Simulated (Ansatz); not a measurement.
C2H10AlBSi: where a starting geometry ends

The starting geometry of this gas-phase singlet was optimised with GFN2-xTB.

```xyz
15

C    -1.1167    0.0850    0.7476
C     0.8350    1.8789   -1.6977
Al   -0.4548    1.7490   -0.1940
B    -2.2499   -0.0664   -0.2625
Si    0.3071   -1.1705    0.8184
H    -2.0425   -0.5559   -1.3161
H    -3.3310    0.3411   -0.0391
H    -1.4190    0.3963    1.7569
H    -0.1643   -2.3962    1.4798
H     1.4284   -0.6293    1.6108
H     0.8116   -1.5169   -0.5149
H    -1.0063    3.0768    0.3945
H     0.6186    1.1924   -2.5247
H     1.8687    1.6728   -1.3961
H     0.8356    2.8900   -2.1235
```

Question: Predict what it relaxes into with r2SCAN-D4/def2-SVP.

Answer: A new bond forms, giving a structure given below by its coordinates. Contacts that close: Al3–Si5 (3.18 → 2.63 Å).

The energy falls by 0.28 eV over 28 steps:

```csv
step,E − E(last) (eV)
1,0.284
4,0.107
7,0.089
10,0.080
13,0.075
16,0.067
19,0.018
22,0.004
25,0.001
28,0.000
```

Final geometry (Å):

```
atom    x (Å)    y (Å)    z (Å)
   C  -1.3641   0.0602   0.5875
   C   0.6412   1.8583  -1.6091
  Al   0.0314   1.4896   0.2082
   B  -2.1544  -0.0570  -0.7000
  Si   0.0952  -1.0539   0.8857
   H  -1.6467  -0.5253  -1.6992
   H  -3.2892   0.3615  -0.7778
   H  -1.9062   0.3565   1.4998
   H   0.2670  -1.5194   2.2889
   H   1.3046  -0.1017   0.6595
   H   0.3098  -2.1392  -0.1077
   H   0.3615   2.3834   1.4782
   H   0.7311   0.9446  -2.2193
   H   1.6159   2.3741  -1.6231
   H  -0.0768   2.5155  -2.1322
```

The end wasn't checked by frequencies. Run with Ansatz 0.2.0, 100 s on 2 threads of Intel(R) Xeon(R) Platinum 8259CL CPU @ 2.50GHz (Skylake/Cascade Lake), with other jobs on the host.
